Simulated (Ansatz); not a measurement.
C3Si, SMILES [C]1[c+]2[si-2][c+]21 (connectivity only; charge and spin as stated), neutral, multiplicity 1.

Coordinates come from a r2SCAN-D4/def2-TZVP optimisation.

Two levels are set side by side: PBE/def2-SVPD (Ansatz, an electronic-structure program) and PBE0/def2-SVPD (Ansatz). Energy differences of separate SCF runs at the same geometry; the states with an electron removed or added have multiplicity 2 and 2. Differences are taken from unrounded values.

```tsv
quantity	PBE
vertical ionisation energy (eV)	8.96
vertical electron affinity (eV)	2.01
vertical singlet–triplet gap (eV)	0.78
```

Question: These are the PBE values. What does PBE0 give? (An estimate is asked for; the answer gives what the named calculation found.)

Answer: 
```json
[
 {"quantity": "vertical ionisation energy (eV)", "PBE0": "9.09", "PBE minus PBE0": "-0.12"},
 {"quantity": "vertical electron affinity (eV)", "PBE0": "2.00", "PBE minus PBE0": "0.01"},
 {"quantity": "vertical singlet–triplet gap (eV)", "PBE0": "0.91", "PBE minus PBE0": "-0.13"}
]
```
